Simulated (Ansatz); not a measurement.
Consider the ligand exchange at the In–S bond: `C[S][In]([F])[F]` + silanol → `[F][In]([F])[O][SiH3]` + CH₃SH.

Program: Ansatz. Geometries: PBE0-D4/def2-TZVP. ΔE: electronic, gas phase. CCSD(T)/CBS adds triple-zeta CCSD(T) − MP2 to the extrapolated MP2 energy (def2 sets, frozen cores). This one scheme is used for every species. DFT in def2-TZVPP. Elements past krypton have def2 core potentials. For In outer-core shells are correlated without core-valence functions, which leaves a few kJ/mol of doubt a bond. One conformer a species, not always the lowest.

| level | ΔE (kJ/mol) |
| --- | --- |
| B97M-V | 58.6 |
| PBE0-D4 | 68.3 |
| r2SCANh-D4 | 64.8 |
| BHLYP | 58.3 |
| HF/def2-TZVPP | 48.4 |
| HF/CBS(def2) | 45.3 |
| MP2/CBS(def2) | 59.8 |
| CCSD/CBS(def2) | 55.2 |

Problem. What does CCSD(T)/CBS give? (Best estimate.)

Solution. The calculation gave: +56.1 kJ/mol. The listed levels differ from it by 2.5, 12.2, 8.7, 2.2, -7.7, -10.8, 3.7, -0.9 kJ/mol.

Problem. What do rigid-rotor, harmonic-oscillator terms from PBE0-D4/def2-TZVP frequencies (298.15 K, 1 bar) make of the CCSD(T)/CBS value? (Estimate.)

Solution. Ansatz gave: ΔZPE = -6.0 kJ/mol, ΔH = +50.1 kJ/mol, ΔS = 9 J/(mol·K), ΔG = +47.5 kJ/mol. Modes under 50 cm⁻¹ make the entropy rough.

Largest T1 diagnostic among the species: 0.017.

Leaving LDA and LC-ωPBE aside and taking each functional with its dispersion term where it has one, the values, not all of them listed here, spread over 14.1 kJ/mol, from ωB97X-V to PBE-D4. LDA lies +7.0 kJ/mol from PBE without D4. At CCSD(T), def2-SVP lies −15.1 kJ/mol from the extrapolated value and def2-TZVPP −2.5 kJ/mol.
